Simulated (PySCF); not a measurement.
**Excited states of Ca²⁺ (calcium, charge +2)**

Ground state [Ar], ¹S. All numbers are calculated (PySCF 2.14, the spin-free X2C one-electron Hamiltonian (Gaussian nucleus), in aug-cc-pVTZ-X2C with one added diffuse shell each of s, p, d, f type (8s7p5d3f, 75 functions)). Vertical excitation energies in eV without spin-orbit coupling; excited terms of each kind are numbered among those the solver found. Frozen: [Ne].

```json
{"term": "1 3P°", "leading excitation": "3p → d", "EOM-EE-CCSD": "25.745"}
{"term": "1 3F°", "leading excitation": "3p → d", "EOM-EE-CCSD": "27.065"}
{"term": "1 1D°", "leading excitation": "3p → d", "EOM-EE-CCSD": "28.838"}
{"term": "1 3D°", "leading excitation": "3p → d", "EOM-EE-CCSD": "28.885"}
{"term": "1 1F°", "leading excitation": "3p → d", "EOM-EE-CCSD": "29.001"}
{"term": "1 1P°", "leading excitation": "3p → s", "EOM-EE-CCSD": "30.596"}
{"term": "1 3S", "leading excitation": "3p → p", "EOM-EE-CCSD": "33.715"}
{"term": "1 3D", "leading excitation": "3p → p", "EOM-EE-CCSD": "34.389"}
{"term": "1 1D", "leading excitation": "3p → p", "EOM-EE-CCSD": "34.592"}
{"term": "1 1P", "leading excitation": "3p → p", "EOM-EE-CCSD": "34.777"}
{"term": "1 3P", "leading excitation": "3p → p", "EOM-EE-CCSD": "34.809"}
{"term": "1 1S", "leading excitation": "3p → p", "EOM-EE-CCSD": "35.940"}
{"term": "2 3S", "leading excitation": "3p → p", "EOM-EE-CCSD": "41.938"}
{"term": "2 1D", "leading excitation": "3p → p", "EOM-EE-CCSD": "42.246"}
```

The solver can miss terms. Rydberg members are limited by the diffuse functions of the basis.
